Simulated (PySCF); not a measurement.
Electronic structure of In (indium, neutral) at the PBE0 level

Configuration: [Kr] 4d10 5s2 6s1, 2S determinant (an excited configuration). All numbers are calculated (PySCF 2.14, a scalar-relativistic core potential, in aug-cc-pVQZ-PP with ECP28MDF (7s7p5d3f2g, 92 functions)).

```
Total energy                : -190.0129 hartree
One-electron energy         : -332.2546 hartree
Hartree (Coulomb) energy    : 158.8098 hartree
Exchange-correlation energy : -16.5682 hartree
⟨S²⟩                        : 0.7500
⟨L²⟩                        : 0.000
Sum of ⟨r⟩                  : 31.89 bohr
Sum of ⟨r²⟩                 : 102.8 bohr²
```

```
shell  electrons  mean orbital energy (hartree)  rms radius, mean of both spins (bohr)
 4s α          1                       -4.83402                                  0.909
 4s β          1                       -4.83360                                  0.909
 4p α          3                       -3.22706                                  0.993
 4p β          3                       -3.22675                                  0.993
 4d α          5                       -0.89579                                   1.28
 4d β          5                       -0.89519                                   1.28
 5s α          1                       -0.43776                                   2.68
 5s β          1                       -0.43485                                   2.68
 6s α          1                       -0.07501                                   8.02
```

Energies and moments cover only the electrons outside the core potential. The outer electron is Rydberg-like, and this basis confines it to a smaller radius and binds it less than a complete one would.
